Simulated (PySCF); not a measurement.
A calculated (UHF, PySCF 2.14, x2c-TZVPPall, scalar relativity by spin-free X2C-1e) atom or ion has these occupied shells.

```
shell  electrons  orbital energy (eV)  rms radius, mean of both spins (bohr)
 1s α          1              -9063.1                                 0.0601
 1s β          1              -9062.9                                 0.0601
 2s α          1              -1150.3                                  0.254
 2s β          1              -1149.1                                  0.254
 2p α          3              -990.80                                  0.228
 2p β          3              -989.71                                  0.228
 3s α          1              -157.70                                  0.762
 3s β          1              -154.56                                  0.762
 3p α          3              -108.72                                  0.811
 3p β          3              -105.26                                  0.811
 3d α          5              -29.754                                   1.05
 3d β          4              -28.072                                   1.05
 4s α          1              -16.560                                   2.79
```

Question: Name the element and its charge.

Answer: Cu+ (copper, charge +1), in [Ar] 3d9 4s1, high-spin 3D determinant (an excited configuration).
